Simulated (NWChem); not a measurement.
System: HfH$_{4}$S; SMILES [SH][HfH3]

The following NWChem deck was run.

```
start job
memory heap 200 mb stack 900 mb global 1100 mb
geometry units angstroms noautoz
  Hf    -0.068427     0.321484    -0.113749
  H     -1.158791     0.743538     1.315268
  H      1.653428     0.895412     0.203302
  H     -0.678536     1.139460    -1.647860
  S     -0.083973    -2.077233    -0.411211
  H     -0.933468    -2.121084     0.651214
end
basis spherical
  * library def2-svp
end
ecp
  Hf library def2-ecp
end
dft
  xc bhlyp
  iterations 150
end
tddft
  cis
  nroots 6
end
task tddft energy
```

Parts of the log:

```
             Northwest Computational Chemistry Package (NWChem) 7.3.0
             --------------------------------------------------------

 CS  symmetry detected

                             Geometry "geometry" -> ""
                             -------------------------

 Output coordinates in angstroms (scale by  1.889725989 to convert to a.u.)

  No.       Tag          Charge          X              Y              Z
 ---- ---------------- ---------- -------------- -------------- --------------
    1 Hf                  72.0000     0.00715153     0.42609500     0.00000000
    2 H                    1.0000    -1.75319874     0.98312101     0.00000000
    3 H                    1.0000     0.87941996     1.06075999     1.49368745
    4 H                    1.0000     0.87941996     1.06075999    -1.49368745
    5 S                   16.0000     0.04936514    -1.99067694     0.00000000
    6 H                    1.0000    -1.31039381    -1.93264980     0.00000000

 Effective nuclear repulsion energy (a.u.)     342.7678955644

      Symmetry information
      --------------------

 Group name             Cs
 Group number              2
 Group order               2
 No. of unique centers     5

                                 NWChem DFT Module
                                 -----------------

 Summary of "ao basis" -> "ao basis" (spherical)
 ------------------------------------------------------------------------------
       Tag                 Description            Shells   Functions and Types
 ---------------- ------------------------------  ------  ---------------------
 Hf                         def2-svp                12       32   6s3p2d1f
 H                          def2-svp                 3        5   2s1p
 S                          def2-svp                 8       18   4s3p1d

      Symmetry analysis of basis
      --------------------------

        a'         48
        a"         22

            General Information
            -------------------
          SCF calculation type: DFT
          Wavefunction type:  closed shell.
          No. of atoms     :     6
          No. of electrons :    32
           Alpha electrons :    16
            Beta electrons :    16
          Charge           :     0
          Spin multiplicity:     1
          Use of symmetry is: off; symmetry adaption is: on
          Maximum number of iterations: 150
          AO basis - number of functions:    70
                     number of shells:    32
          Convergence on energy requested:  1.00D-06
          Convergence on density requested:  1.00D-05
          Convergence on gradient requested:  5.00D-04

              XC Information
              --------------
                        BHLYP Method XC Functional
                     Hartree-Fock (Exact) Exchange  0.500
                        Slater Exchange Functional  0.500 local
                    Becke 1988 Exchange Functional  0.500 non-local
              Lee-Yang-Parr Correlation Functional  1.000

             Grid Information
             ----------------
          Grid used for XC integration:  medium
          Radial quadrature: Mura-Knowles
          Angular quadrature: Lebedev.
          Tag              B.-S. Rad. Rad. Pts. Rad. Cut. Ang. Pts.
          ---              ---------- --------- --------- ---------
          Hf                  1.55      123           9.0       590
          H                   0.35       45          11.0       434
          S                   1.00       88          10.0       590
          Grid pruning is: on
          Number of quadrature shells:   391
          Spatial weights used:  Erf1

      Superposition of Atomic Density Guess
      -------------------------------------

 Sum of atomic energies:        -451.28267477

      Non-variational initial energy
      ------------------------------

 Total energy =    -446.581911
 1-e energy   =    -767.379055
 2-e energy   =     251.612063
 HOMO         =      -0.311899
 LUMO         =       0.009050

      Symmetry analysis of molecular orbitals - initial
      -------------------------------------------------

  Numbering of irreducible representations:

     1 a'          2 a"

  Orbital symmetries:

     1 a'          2 a'          3 a'          4 a'          5 a"
     6 a'          7 a'          8 a'          9 a"         10 a'
    11 a'         12 a'         13 a'         14 a"         15 a"
    16 a'         17 a'         18 a"         19 a'         20 a'
    21 a"         22 a'         23 a'         24 a'         25 a"
    26 a'

 !! scf_movecs_sym_adapt:    5 vectors were symmetry contaminated

  Symmetry fudging

   convergence    iter        energy       DeltaE   RMS-Dens  Diis-err
 ---------------- ----- ----------------- --------- --------- ---------
 d= 0,ls=0.0,diis     1   -448.2408378969 -5.17D+02  2.25D-02  4.95D-01

 !! scf_movecs_sym_adapt:    5 vectors were symmetry contaminated

  Symmetry fudging
 d= 0,ls=0.0,diis     2   -448.2227576861  1.81D-02  1.24D-02  7.25D-01

 !! scf_movecs_sym_adapt:    2 vectors were symmetry contaminated

  Symmetry fudging
 d= 0,ls=0.0,diis     3   -448.3433571223 -1.21D-01  1.49D-03  6.03D-03
 d= 0,ls=0.0,diis     4   -448.3444745009 -1.12D-03  4.36D-04  7.16D-04
 d= 0,ls=0.0,diis     5   -448.3446101234 -1.36D-04  1.25D-04  2.63D-05
  Resetting Diis
 d= 0,ls=0.0,diis     6   -448.3446170029 -6.88D-06  3.10D-05  2.60D-06
 d= 0,ls=0.0,diis     7   -448.3446176083 -6.05D-07  7.31D-06  7.45D-08

         Total DFT energy =     -448.344617608340
      One electron energy =     -768.602135101809
           Coulomb energy =      283.999514976358
    Exchange-Corr. energy =      -32.927078251555
 Nuclear repulsion energy =       69.185080768666

 Numeric. integr. density =       32.000004489192

                  Occupations of the irreducible representations
                  ----------------------------------------------

                     irrep           alpha         beta
                     --------     --------     --------
                     a'               12.0         12.0
                     a"                4.0          4.0

                       DFT Final Molecular Orbital Analysis
                       ------------------------------------

[...]

                                NWChem TDDFT Module
                                -------------------

            General Information
            -------------------
           No. of orbitals :     140
            Alpha orbitals :      70
             Beta orbitals :      70
        Alpha frozen cores :       0
         Beta frozen cores :       0
     Alpha frozen virtuals :       0
      Beta frozen virtuals :       0
         Spin multiplicity :       1
    Number of AO functions :      70
        Use of symmetry is : off
      Symmetry adaption is : on
         Schwarz screening :  0.10D-07

              XC Information
              --------------
                 BHLYP Method XC Functional
              Hartree-Fock (Exact) Exchange   0.50
                 Slater Exchange Functional   0.50 local
             Becke 1988 Exchange Functional   0.50 non-local
       Lee-Yang-Parr Correlation Functional   1.00

             TDDFT Information
             -----------------
          Calculation type : Tamm-Dancoff TDDFT
         Wavefunction type : Restricted singlets & triplets
          No. of electrons :      32
           Alpha electrons :      16
            Beta electrons :      16
              No. of roots :       6
          Max subspacesize :    5200
            Max iterations :     100
               Target root :       1
           Target symmetry : none
      Symmetry restriction : off
                 Algorithm : Optimal
        Davidson threshold :  0.10D-03

    6 smallest eigenvalue differences (eV)
--------------------------------------------------------
  No. Spin  Occ  Vir  Irrep   E(Occ)    E(Vir)   E(Diff)
--------------------------------------------------------
    1    1   16   17 a"       -0.335    -0.039     8.034
    2    1   16   18 a'       -0.335    -0.039     8.041
    3    1   16   19 a"       -0.335    -0.034     8.167
    4    1   16   20 a"       -0.335    -0.020     8.550
    5    1   15   17 a'       -0.358    -0.039     8.671
    6    1   15   18 a"       -0.358    -0.039     8.677
--------------------------------------------------------

  Entering Davidson iterations
  Restricted singlet excited states

  Iter   NTrls   NConv    DeltaV     DeltaE      Time
  ----  ------  ------  ---------  ---------  ---------
    1      6       0     0.65E-01   0.10+100        8.0
    2     12       0     0.28E-01   0.86E-02        7.3
    3     18       0     0.27E-01   0.15E-01        7.2
    4     24       0     0.25E-01   0.34E-02        8.5
    5     30       0     0.15E-01   0.16E-02        7.2
    6     36       0     0.99E-02   0.11E-02        6.4
    7     42       0     0.39E-02   0.18E-03        7.4
    8     48       2     0.28E-02   0.45E-04        6.8
    9     52       4     0.14E-02   0.19E-04        5.3
   10     54       4     0.10E-02   0.73E-05        4.5
   11     56       5     0.51E-03   0.23E-05        5.0
   12     57       5     0.21E-03   0.41E-06        3.9
   13     58       6     0.44E-04   0.35E-07        3.5
  ----  ------  ------  ---------  ---------  ---------
  Convergence criterion met

  Ground state a'       -448.344617608340 a.u.

  ----------------------------------------------------------------------------
  Root   1 singlet a"             0.172589594 a.u.                4.6964 eV
  ----------------------------------------------------------------------------
     Transition Moments    X -0.00000   Y  0.00000   Z -0.11052
     Dipole Oscillator Strength                    0.0014055252
     Electric Quadrupole                           0.0000000029
     Magnetic Dipole                               0.0000088434
     Total Oscillator Strength                     0.0014143715

     Occ.   13  a'  ---  Virt.   18  a"       0.14209
     Occ.   14  a"  ---  Virt.   17  a'      -0.80901
     Occ.   14  a"  ---  Virt.   19  a'      -0.09365
     Occ.   14  a"  ---  Virt.   26  a'       0.05163
     Occ.   15  a'  ---  Virt.   18  a"       0.37898
     Occ.   16  a"  ---  Virt.   17  a'      -0.39755
  ----------------------------------------------------------------------------
  Root   2 singlet a"             0.180738919 a.u.                4.9182 eV
  ----------------------------------------------------------------------------
     Transition Moments    X -0.00000   Y -0.00000   Z  0.03699
     Dipole Oscillator Strength                    0.0001648946
     Electric Quadrupole                           0.0000000454
     Magnetic Dipole                               0.0000062408
     Total Oscillator Strength                     0.0001711808

     Occ.   13  a'  ---  Virt.   18  a"       0.18452
     Occ.   14  a"  ---  Virt.   17  a'       0.29652
     Occ.   14  a"  ---  Virt.   19  a'       0.23351
     Occ.   15  a'  ---  Virt.   18  a"       0.84958
     Occ.   15  a'  ---  Virt.   21  a"       0.13898
     Occ.   15  a'  ---  Virt.   31  a"      -0.05557
     Occ.   16  a"  ---  Virt.   17  a'       0.19701
     Occ.   16  a"  ---  Virt.   19  a'       0.13774
     Occ.   16  a"  ---  Virt.   20  a'      -0.09772
  ----------------------------------------------------------------------------
  Root   3 singlet a'             0.181209888 a.u.                4.9310 eV
  ----------------------------------------------------------------------------
     Transition Moments    X -0.07923   Y -0.04042   Z  0.00000
     Dipole Oscillator Strength                    0.0009557566
     Electric Quadrupole                           0.0000000826
     Magnetic Dipole                               0.0000049211
     Total Oscillator Strength                     0.0009607603

     Occ.   13  a'  ---  Virt.   17  a'       0.30624
     Occ.   13  a'  ---  Virt.   19  a'      -0.05081
     Occ.   13  a'  ---  Virt.   20  a'      -0.10928
     Occ.   14  a"  ---  Virt.   18  a"      -0.59547
     Occ.   14  a"  ---  Virt.   21  a"      -0.10639
     Occ.   15  a'  ---  Virt.   17  a'       0.63890
     Occ.   15  a'  ---  Virt.   19  a'      -0.14960
     Occ.   15  a'  ---  Virt.   20  a'      -0.09148
     Occ.   16  a"  ---  Virt.   18  a"      -0.26591
     Occ.   16  a"  ---  Virt.   21  a"      -0.05055
  ----------------------------------------------------------------------------
  Root   4 singlet a"             0.191304664 a.u.                5.2057 eV
  ----------------------------------------------------------------------------
     Transition Moments    X  0.00000   Y -0.00000   Z  0.17398
     Dipole Oscillator Strength                    0.0038603082
     Electric Quadrupole                           0.0000000052
     Magnetic Dipole                               0.0000016874
     Total Oscillator Strength                     0.0038620008

     Occ.   13  a'  ---  Virt.   18  a"       0.12593
     Occ.   13  a'  ---  Virt.   21  a"       0.05020
     Occ.   14  a"  ---  Virt.   17  a'      -0.36833
     Occ.   14  a"  ---  Virt.   19  a'      -0.23199
     Occ.   14  a"  ---  Virt.   20  a'       0.12874
     Occ.   15  a'  ---  Virt.   18  a"      -0.07498
     Occ.   15  a'  ---  Virt.   21  a"      -0.06695
     Occ.   16  a"  ---  Virt.   17  a'       0.71593
     Occ.   16  a"  ---  Virt.   19  a'       0.27866
     Occ.   16  a"  ---  Virt.   20  a'      -0.40918
  ----------------------------------------------------------------------------
  Root   5 singlet a'             0.191589291 a.u.                5.2134 eV
  ----------------------------------------------------------------------------
     Transition Moments    X  0.02912   Y  0.30924   Z  0.00000
     Dipole Oscillator Strength                    0.0123224315
     Electric Quadrupole                           0.0000001112
     Magnetic Dipole                               0.0000000002
     Total Oscillator Strength                     0.0123225430

     Occ.   13  a'  ---  Virt.   17  a'      -0.15872
     Occ.   13  a'  ---  Virt.   20  a'       0.06810
     Occ.   14  a"  ---  Virt.   18  a"      -0.53406
     Occ.   14  a"  ---  Virt.   21  a"      -0.20974
     Occ.   15  a'  ---  Virt.   17  a'      -0.61276
     Occ.   15  a'  ---  Virt.   19  a'      -0.14758
     Occ.   15  a'  ---  Virt.   20  a'       0.26177
     Occ.   16  a"  ---  Virt.   18  a"      -0.40350
  ----------------------------------------------------------------------------
  Root   6 singlet a"             0.199848165 a.u.                5.4381 eV
  ----------------------------------------------------------------------------
     Transition Moments    X  0.00000   Y  0.00000   Z  0.13214
     Dipole Oscillator Strength                    0.0023262949
     Electric Quadrupole                           0.0000000776
     Magnetic Dipole                               0.0000001273
     Total Oscillator Strength                     0.0023264998

     Occ.   14  a"  ---  Virt.   19  a'       0.29234
     Occ.   14  a"  ---  Virt.   22  a'       0.09057
     Occ.   15  a'  ---  Virt.   18  a"      -0.15265
     Occ.   16  a"  ---  Virt.   17  a'      -0.31310
     Occ.   16  a"  ---  Virt.   19  a'       0.85865
     Occ.   16  a"  ---  Virt.   20  a'      -0.08288
     Occ.   16  a"  ---  Virt.   22  a'      -0.09060
     Occ.   16  a"  ---  Virt.   23  a'      -0.12165
     Occ.   16  a"  ---  Virt.   24  a'       0.08044
     Occ.   16  a"  ---  Virt.   30  a'       0.05002

              Target root =      1
          Target symmetry = none
      Ground state energy =   -448.344617608340
        Excitation energy =      0.172589593960
     Excited state energy =   -448.172028014381

[...]
```

Level: BHandHLYP/def2-SVP with def2 effective core potentials on Hf, TDA. Coordinates come from a PBE0/def2-SVP optimisation. def2 effective core potentials on Hf; no spin-orbit coupling.
